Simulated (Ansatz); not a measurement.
H6N2Sn (`[NH2][SnH2][NH2]`). Charge 0, multiplicity 1. Sn takes the def2 core potential.

```xyz
9

N     0.2185    0.9761   -1.3504
Sn   -0.1027   -0.6353   -0.1731
N    -0.0283    0.1918    1.6699
H     0.0560    0.8164   -2.3358
H     1.1403    1.3792   -1.2447
H     1.1154   -1.8415   -0.1726
H    -1.6186   -1.2600   -0.6741
H    -0.7770    0.8478    1.8505
H    -0.0036   -0.4745    2.4304
```

Question: List the harmonic frequencies (cm⁻¹, unscaled) at PBE0-D4/def2-TZVP in Ansatz. (Best estimate.)

Answer: Computed: 131, 141, 243, 425, 473, 528, 560, 612, 632, 639, 713, 854, 868, 1564, 1566, 1913, 1917, 3549, 3549, 3646, 3647.

Question: Is this a minimum?

Answer: Yes, all 21 modes are real.

Question: Give the ideal-gas thermochemistry at 298.15 K and 1 bar (rigid rotor, harmonic oscillator; point group C2, symmetry number 2).

Answer: Zero-point energy 168.5 kJ/mol; H(298) − E = 187.4 kJ/mol; entropy 320.3 J/(mol·K), of which translation 171.6, rotation 98.2, vibration 50.5; G(298) − E = 91.9 kJ/mol.

Question: And at 400, 500, 600, 800 and 1000 K?

Answer: 
```tsv
T (K)	H − E (kJ/mol)	S (J/mol/K)	G − E (kJ/mol)
400	198.4	351.7	57.7
500	210.5	378.8	21.1
600	223.7	402.8	-18.0
800	252.4	444.0	-102.8
1000	283.6	478.7	-195.2
```
